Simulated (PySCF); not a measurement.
**Excitation energy of W by level of theory**

W [Xe] 4f14 5d4 6s2 (5D) → W [Xe] 4f14 5d4 6s1 6p1 (high-spin determinant), as a difference of total energies. Computed with PySCF 2.14 in ANO-RCC-VTZP (8s7p5d3f2g1h, 104 functions), with the spin-free X2C one-electron Hamiltonian (Gaussian nucleus). Correlated levels: valence: [Xe] 4f14 frozen. The calculations carry no spin-orbit coupling.

| method | excitation energy (eV) |
| --- | --- |
| UHF | 1.217 |
| MP2 (valence) | 2.207 |
| SCS-MP2 (valence) | 2.533 |
| CCSD (valence) | 2.394 |
| CCSD(T) (valence) | 2.490 |

Problem. How much does correlation contribute at CCSD(T) (valence)?

Solution. 2.490 − (1.217) = 1.273 eV, measured against UHF.

A first-order spin-orbit estimate (lowest level to lowest level, LS coupling) adds -0.246 eV.

The basis was made for the ground configuration and has no added diffuse functions, so the excitation energy can come out too high.

The determinant of the upper state mixes LS terms, which raises its energy above the lowest term, most at the Hartree-Fock and MP2 levels.
